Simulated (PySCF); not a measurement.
## Steps of a relaxation of CeH3(H2O)

CeH3(H2O) (singlet in the valence; each metal's 4f electrons, 1 of them, lie in its core potential, out of spins and levels; a saddle point, relaxed within its symmetry). PySCF 2.14.0, RKS PBE0, Ce lcecp-1-SVP with ECP47, H def2-SVP, O def2-SVP; non-relativistic Hamiltonian with scalar-relativistic core potentials where named; density fitting; no spin-orbit coupling. Origin of the start: template. Columns: position (Å) and force (eV/Å). Energies are counted from the last step; some of the 40 steps are shown. Forces carry noise of the integration grid, about 0.01 to 0.03 eV/Å.

Run from Python with OMP_NUM_THREADS=2. Where DIIS fails, smearing, a level shift and second-order steps follow.
It took 80 s on 2 threads of Arm Neoverse V2, on a shared host, from the converged density of the start.

```xyz
7
step 0  E = 0.315 eV
Ce    0.1606   -0.1606    0.1606     0.80   -0.76    0.76
H     1.4813    1.1601    1.4813    -0.62   -0.46   -0.60
H    -1.1601   -1.4813    1.4813     0.46    0.61   -0.61
H     1.4813   -1.4813   -1.1601    -0.62    0.60    0.46
O    -1.3102    1.3102   -1.3102    -0.18    0.17   -0.17
H    -1.6508    2.1953   -1.1064     0.09   -0.14    0.02
H    -1.6508    1.1064   -2.1953     0.09   -0.02    0.14
```

```xyz
7
step 13  E = 0.006 eV
Ce    0.1592   -0.2718    0.2718     0.03   -0.05    0.05
H     1.2145    1.2753    1.2884    -0.01   -0.01   -0.01
H    -1.0908   -1.4893    1.4893     0.01    0.02   -0.02
H     1.2145   -1.2884   -1.2753    -0.01    0.01    0.01
O    -1.2591    1.2138   -1.2138    -0.07    0.08   -0.08
H    -1.4435    2.1505   -1.0586     0.02   -0.04    0.02
H    -1.4435    1.0586   -2.1505     0.02   -0.02    0.04
```

```xyz
7
step 26  E = 0.003 eV
Ce    0.1050   -0.3416    0.3416     0.03    0.02   -0.02
H     0.9561    1.4523    1.1404    -0.01   -0.02   -0.01
H    -1.0126   -1.6190    1.6190    -0.01    0.00    0.00
H     0.9561   -1.1404   -1.4523    -0.01    0.01    0.02
O    -1.2678    1.1605   -1.1605     0.01    0.06   -0.06
H    -1.1928    2.1163   -1.0207     0.00   -0.06    0.00
H    -1.1928    1.0207   -2.1163     0.00    0.00    0.06
```

Question: Where does the relaxation end?

Answer: It converges at step 39 in Cs:
```xyz
7
step 39  E = 0
Ce    0.1580   -0.3715    0.3715
H     0.7192    1.5983    1.0003
H    -1.0185   -1.6206    1.6206
H     0.7192   -1.0003   -1.5983
O    -1.2335    1.0993   -1.0993
H    -0.9966    2.0221   -0.9215
H    -0.9966    0.9215   -2.0221
```

Question: How did the contacts change?

Answer: 
```json
{"contact": "Ce1–H2 (H)", "start (Å)": "2.288", "end (Å)": "2.143"}
{"contact": "Ce1–H3 (H)", "start (Å)": "2.288", "end (Å)": "2.122"}
{"contact": "Ce1–H4 (H)", "start (Å)": "2.288", "end (Å)": "2.143"}
{"contact": "Ce1–O5 (H2O)", "start (Å)": "2.548", "end (Å)": "2.503"}
```


An lcecp potential fixes the number of 4f electrons, so in runs with it no electron can move into or out of that shell.
